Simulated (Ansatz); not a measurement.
Input for Ansatz (an electronic-structure program): U-B3LYP/def2-TZVPP on BBr2 (SMILES Br[B]Br), 2S+1 = 2, atoms moved off the minimum.

Ansatz 0.2 input:
```yaml
crystal:
  periodic: [false, false, false]
  atoms:
    - {symbol: Br, position_ang: [-1.53990145, -0.13531378, -0.05699288]}
    - {symbol: B, position_ang: [-0.12904673, 0.79464539, 0.14014181]}
    - {symbol: Br, position_ang: [1.61632868, -0.06646151, 0.08564453]}
basis:
  gaussian:
    orbitals: def2-TZVPP
hamiltonian:
  xc: {name: B3LYP}
magnetization: {spin_polarized: true, initial_magnetization: 1}
output: {forces: true}
```

The head of its log:

```
WARN ansatz: RAYON_NUM_THREADS=4 ignored (pool sized by the plan → 4); use --threads N
Functional definition: B3LYP
integrals: 0.08 GiB planned
854 factors; integrals over basis functions are off by at most 9.9e-4 eV
mean field: 1.03 GiB planned
mean field evaluation 1: about -140768.7873 eV, gradient 1.4e1 eV
mean field evaluation 2: about -140767.8263 eV, gradient 1.9e1 eV
```

### Question
Predict the final total energy.

### Answer
-5173.1987 hartree.
